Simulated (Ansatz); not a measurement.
The first iterations of a band of ClGaH4 (6 atoms, charge 0, multiplicity 1).

These are results of RKS PBE0/def2-SVP (Ansatz), not measurements.

- movable images: 7
- climbing image: yes
- spring: 5.0 eV/Å²
- optimiser: quadratic models (default)
- start path: through a guess of the saddle point
- force threshold: 0.05 eV/Å
- iteration limit: 60
- end points: relaxed

Image 0:

```xyz
6
Properties=species:S:1:pos:R:3
Ga 0.001 0.189 0.005
H -0.004 0.687 1.502
H 1.364 0.118 -0.773
H -1.366 0.043 -0.757
Cl 0.078 -2.413 0.952
H 0.077 -2.017 2.179
```

Image 8:

```xyz
6
Properties=species:S:1:pos:R:3
Ga 0.020 -0.577 -0.290
H 0.012 0.261 2.063
H 1.410 0.101 -0.483
H -1.407 0.024 -0.464
Cl 0.081 -2.705 0.119
H 0.034 -0.497 2.163
```

| iteration | highest image above the first end (eV) | largest band force component (eV/Å) |
| --- | --- | --- |
| 1 | 1.021 | 3.194 |
| 2 | 0.312 | 1.364 |

Q: Does the band converge within its limit, and where does its top end?

A: The forces met the threshold. It ended after 7 iterations with the highest image 0.203 eV above the first end. A vibrational analysis at the climbing image gives one clearly imaginary mode, 717i cm⁻¹: a first-order saddle point. The orbitals stay closed-shell, which can raise the energy where a bond breaks towards radicals; this wasn't checked here.

The run took 110 s on 1 thread of Arm Neoverse V1, on a shared host, peak memory 0.12 GiB.
